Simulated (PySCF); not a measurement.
**Rb²⁴⁺: ionisation energy**

Rb²⁴⁺ [Ne] 3s2 3p1 [3p1/2^1, M_J = 1/2] → Rb²⁵⁺ [Ne] 3s2, as a difference of total energies. Computed with PySCF 2.14 in an even-tempered Gaussian basis (19 s from 3.2 bohr⁻², ratio 2.4; 13 p from 4.2 bohr⁻², ratio 2.4; 5 d from 15 bohr⁻², ratio 2.6; 4 f from 23 bohr⁻², ratio 2.6), with the two-component X2C-1e Hamiltonian. Correlated levels: 1s2 frozen; the 50 highest virtual spinors dropped. "Screened" scales the spin-orbit matrix elements by Boettger's factors to mimic the two-electron term; Breit and QED terms are absent.

```csv
method,ionisation energy (eV)
GHF (spin-free),1124.2
GMP2 (spin-free),1124.6
GHF (screened spin-orbit),1133.8
GMP2 (screened spin-orbit),1134.2
```

Breit and QED terms and the two-electron picture change are absent.

The spin-free rows lack the spin-orbit shift.

For comparison: 1125 ± 5 eV (semi-empirical (NIST evaluation); NIST Atomic Spectra Database, ionization energies).
